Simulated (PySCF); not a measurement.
# Relaxation of triplet Mo(OH)2

All numbers come from UPBE0 in PySCF with Mo def2-TZVP with ECP28, O def2-TZVP, H def2-TZVP; scalar-relativistic core potentials, no spin–orbit coupling; density-fitted integrals. A (50,194) grid was used.

A hand-made bent (heavy-atom frame) start, of C2 symmetry, held to at least that symmetry:

```xyz
5
charge 0 multiplicity 3, angstrom
Mo    0.0000    0.0000   -0.3026
O     1.6465    0.0000    0.8503
O    -1.6465    0.0000    0.8503
H     2.1520   -0.7354    1.2042
H    -2.1520    0.7354    1.2042
```

Task: What forces act on the atoms at the start (eV/Å)?

Result: 
| atom | Fx | Fy | Fz |
| --- | --- | --- | --- |
| Mo1 | 0.00 | 0.00 | 3.72 |
| O2 | -1.45 | 0.41 | -1.73 |
| O3 | 1.45 | -0.41 | -1.73 |
| H4 | -0.32 | -0.20 | -0.14 |
| H5 | 0.32 | 0.20 | -0.14 |

Task: What does it relax to?

Result: It ends at C2v with Mo–O 1.819 Å (×2), O–H 0.956 Å (×2); H–O–Mo 156.1° (×2), O–Mo–O 158.9°. A frequency run shows a minimum. Other isomers or separated fragments may lie lower.

Task: How much energy is released, and in how many steps?

Result: 93.0 kJ/mol in 25 steps.

Other spin states or occupations of the open shell can lie lower. At this level a quintet minimum of C2 symmetry lies 58 kJ/mol below this structure.
